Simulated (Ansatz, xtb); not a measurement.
**Relative energy of two isomers of CH5GeNOSi**

Structure I is `N#C[Si@@H](O)[GeH3]`, a singlet and structure II is `N#[C][GeH2][SiH2]O`, a singlet. Both are isolated molecules in the gas phase, relaxed with r2SCAN-D4/def2-SVP; the shapes shown needn't be the lowest conformers.

I (Å):

```yaml
atoms:
  - { symbol: C, position_ang: [-2.1244, -1.3801, -1.0591] }
  - { symbol: Ge, position_ang: [-0.1515, 0.9363, 0.4794] }
  - { symbol: N, position_ang: [-3.1176, -1.3519, -1.6691] }
  - { symbol: O, position_ang: [0.7083, -1.9792, -1.0396] }
  - { symbol: Si, position_ang: [-0.5139, -1.3395, -0.1126] }
  - { symbol: H, position_ang: [-0.6746, -2.2417, 1.0529] }
  - { symbol: H, position_ang: [0.9632, -1.4986, -1.8367] }
  - { symbol: H, position_ang: [-1.3522, 1.4970, 1.2522] }
  - { symbol: H, position_ang: [0.0500, 1.7673, -0.7971] }
  - { symbol: H, position_ang: [1.1097, 1.0550, 1.3474] }
```

II (Å):

```yaml
atoms:
  - { symbol: C, position_ang: [-1.5607, -2.3083, 0.3760] }
  - { symbol: Ge, position_ang: [-0.3566, -1.4586, -0.8670] }
  - { symbol: N, position_ang: [-2.2854, -2.7821, 1.1559] }
  - { symbol: O, position_ang: [-1.1494, 1.6039, 0.2586] }
  - { symbol: Si, position_ang: [0.2192, 0.6858, 0.0207] }
  - { symbol: H, position_ang: [-1.1423, -1.3758, -2.1844] }
  - { symbol: H, position_ang: [0.8206, -2.4267, -1.0414] }
  - { symbol: H, position_ang: [0.8569, 0.5146, 1.3502] }
  - { symbol: H, position_ang: [1.1852, 1.3114, -0.9367] }
  - { symbol: H, position_ang: [-1.7188, 1.7700, -0.5018] }
```

Quicker runs give these differences E(II) − E(I): GFN2-xTB −23.2 kJ/mol; HF/STO-3G +19.5 kJ/mol (at GFN2-xTB geometries); r2SCAN-D4/def2-SVP//GFN2-xTB +25.0 kJ/mol.

Which of the two would you expect CCSD(T)/def2-SVP + ΔMP2/def2-TZVPP electronic energies to favour?

Structure I; the calculation gives E(II) − E(I) = +17.8 kJ/mol.

The same difference at several levels:

```json
{"level": "GFN2-xTB", "geometry": "GFN2-xTB", "E(II) − E(I) (kJ/mol)": "−23.2", "departure from the last row (kJ/mol)": "−41.0", "job, with rough time for the two": "optimisation, 2 s"}
{"level": "HF/STO-3G", "geometry": "GFN2-xTB", "E(II) − E(I) (kJ/mol)": "+19.5", "departure from the last row (kJ/mol)": "+1.7", "job, with rough time for the two": "single point, 3.9 s"}
{"level": "r2SCAN-D4/def2-SVP//GFN2-xTB", "geometry": "GFN2-xTB", "E(II) − E(I) (kJ/mol)": "+25.0", "departure from the last row (kJ/mol)": "+7.3", "job, with rough time for the two": "single point, 15 s"}
{"level": "r2SCAN-D4/def2-SVP", "geometry": "r2SCAN-D4/def2-SVP", "E(II) − E(I) (kJ/mol)": "+24.5", "departure from the last row (kJ/mol)": "+6.8", "job, with rough time for the two": "optimisation, 4.4 min"}
{"level": "HF/def2-SVP", "geometry": "r2SCAN-D4/def2-SVP", "E(II) − E(I) (kJ/mol)": "+18.9", "departure from the last row (kJ/mol)": "+1.2", "job, with rough time for the two": "part of the CCSD(T) run"}
{"level": "MP2/def2-SVP", "geometry": "r2SCAN-D4/def2-SVP", "E(II) − E(I) (kJ/mol)": "+21.4", "departure from the last row (kJ/mol)": "+3.6", "job, with rough time for the two": "part of the CCSD(T) run"}
{"level": "CCSD(T)/def2-SVP", "geometry": "r2SCAN-D4/def2-SVP", "E(II) − E(I) (kJ/mol)": "+20.8", "departure from the last row (kJ/mol)": "+3.0", "job, with rough time for the two": "single point"}
{"level": "CCSD(T)/def2-SVP + ΔMP2/def2-TZVPP", "geometry": "r2SCAN-D4/def2-SVP", "E(II) − E(I) (kJ/mol)": "+17.8", "departure from the last row (kJ/mol)": "", "job, with rough time for the two": "single point, 2.4 min"}
```

As drawn, II has 1 C–Ge, 1 Si–H in place of 1 C–Si, 1 Ge–H.

GFN2-xTB puts the two in the other order. The largest departure from CCSD(T)/def2-SVP + ΔMP2/def2-TZVPP is that of GFN2-xTB, 41.0 kJ/mol. A small imaginary or near-zero mode remains, so no thermal terms are given. The last row adds to CCSD(T) the change of the MP2 difference between the two basis sets, here −3.0 kJ/mol.

The correlated steps freeze 17 core orbitals; the filled d shell of Ge is correlated, in a basis made for valence electrons. Programs: Ansatz 0.2.0, xtb 6.7.1; the last row on 2 threads of Intel(R) Xeon(R) Processor @ 2.50GHz (Skylake/Cascade Lake) on a shared host.
